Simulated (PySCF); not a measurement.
C2H4Cl2Si2, SMILES C([SiH](Cl)Cl)#C[SiH3].

Geometry: PBE0-D3(BJ)/def2-SVP. The structure was generated by enumeration, and PubChem lists no compound with its InChIKey, so it may never have been made.

Two levels are set side by side: PBE/def2-TZVP (PySCF) and CAM-B3LYP/def2-TZVP (PySCF). Same geometry, gas phase. Differences are taken from unrounded values.

| quantity | CAM-B3LYP |
|---|---|
| orbital gap (eV) | 9.68 |
| highest occupied level (eV) | -9.88 |
| lowest empty level (eV) | -0.20 |
| dipole moment (D) | 1.81 |
| mean polarisability (bohr³) | 96.5 |

Problem. What does PBE give, and how far is it from CAM-B3LYP? (Estimate from the structure and the level; the computed values follow.)

Solution. 
| quantity | PBE | PBE minus CAM-B3LYP |
|---|---|---|
| orbital gap (eV) | 5.14 | -4.54 |
| highest occupied level (eV) | -7.36 | 2.52 |
| lowest empty level (eV) | -2.22 | -2.02 |
| dipole moment (D) | 1.70 | -0.11 |
| mean polarisability (bohr³) | 102.7 | 6.2 |

PBE's occupied levels lie high since its potential decays too fast outside the molecule; exact exchange lowers them and widens the gap. Loosely held outer electrons make PBE densities more polarisable. Differences between two approximate levels are no errors against the true value.

Rough cost on one machine, each run with all the roots and properties that it gave: CAM-B3LYP against PBE within a factor of 2.
